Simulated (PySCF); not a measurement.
C6H11F3.
Atom-mapped SMILES: `[CH3:1][C@H:2]([F:3])[CH2:4][CH2:5][CH2:6][CH:7]([F:8])[F:9]` (hydrogens: H10, H11, H12 on C1; H13 on C2; H14, H15 on C4; H16, H17 on C5; H18, H19 on C6; H20 on C7)

Computed with PySCF at PBE0/pcSseg-1, non-relativistic, on one gas-phase PBE0-D3(BJ)/def2-SVP geometry that isn't relaxed in the solvent. The solvent is an IEF-PCM continuum (cavity from Bondi-type radii × 1.2). Specific hydrogen bonds and non-electrostatic terms are outside this model.

Gas phase at PBE0/pcSseg-1: HOMO -9.11 eV, LUMO 1.33 eV, dipole 2.25 D.

Problem. What does the continuum do to the energy, the frontier levels and the dipole at PBE0/pcSseg-1 in tetrahydrofuran and acetone?

Solution. 
```json
{"solvent": "tetrahydrofuran", "ε": "7.426", "E(solvent) − E(gas) (kcal/mol)": "-4.49", "polarisation term (kcal/mol)": "-4.96", "distortion of the solute (kcal/mol)": "0.47", "HOMO (eV)": "-8.92", "LUMO (eV)": "1.70", "dipole (D)": "2.56"}
{"solvent": "acetone", "ε": "20.49", "E(solvent) − E(gas) (kcal/mol)": "-5.17", "polarisation term (kcal/mol)": "-5.80", "distortion of the solute (kcal/mol)": "0.63", "HOMO (eV)": "-8.90", "LUMO (eV)": "1.75", "dipole (D)": "2.60"}
```

The first energy column is the sum of the next two and covers electrostatics alone. From tetrahydrofuran to acetone the lowering changes by a factor 1.15, Onsager's factor (ε − 1)/(2ε + 1) by 1.15 and ε itself by 2.8.

Problem. Which radius a makes the point-dipole formula ΔE = −[(ε − 1)/(2ε + 1)]·μ²/a³ give the value in acetone, with the gas-phase dipole?

Solution. μ = 0.885 au and |ΔE| = 0.00823 Eh give a = 1.87 Å; the farthest nucleus lies 4.25 Å from the centroid of the nuclei, so such a sphere wouldn't even hold the nuclei. The formula assumes a rigid point dipole at the centre of a sphere.

Problem. Which Hirshfeld charges (PBE0/pcSseg-1) respond most in acetone (means over atoms taken as equivalent)?

Solution. 
| atoms | environment | gas (e) | solvent (e) | change |
| --- | --- | --- | --- | --- |
| F3 | alkyl fluorine | -0.116 | -0.133 | -0.017 |
| F8 | fluorine of a CF2 group | -0.108 | -0.120 | -0.012 |
| F9 | fluorine of a CF2 group | -0.104 | -0.116 | -0.012 |
| H20 | methine hydrogen | +0.046 | +0.057 | +0.011 |
| H14 | methylene hydrogen | +0.043 | +0.051 | +0.008 |
| H19 | methylene hydrogen | +0.047 | +0.053 | +0.006 |
| H13 | methine hydrogen | +0.039 | +0.044 | +0.005 |
| H15 | methylene hydrogen | +0.038 | +0.040 | +0.002 |

Problem. Which Mayer bond orders change most in acetone?

Solution. 
```csv
bond,length (Å),gas,solvent,change
C2–F3,1.388,0.860,0.835,-0.025
C7–F8,1.353,0.954,0.939,-0.015
C7–F9,1.356,0.948,0.935,-0.013
C6–C7,1.505,1.033,1.040,+0.007
C1–C2,1.510,1.057,1.063,+0.006
C2–C4,1.515,1.009,1.013,+0.004
C6–H19,1.102,0.939,0.935,-0.004
C4–H14,1.104,0.942,0.939,-0.003
```

Shape of the structure used: `[CH3:1][C@H:2]([F:3])[CH2:4][CH2:5][CH2:6][CH:7]([F:8])[F:9]`: C1–C2–C4–C5 179°, C2–C4–C5–C6 -177°, C4–C5–C6–C7 -179°, C5–C6–C7–F8 180°.
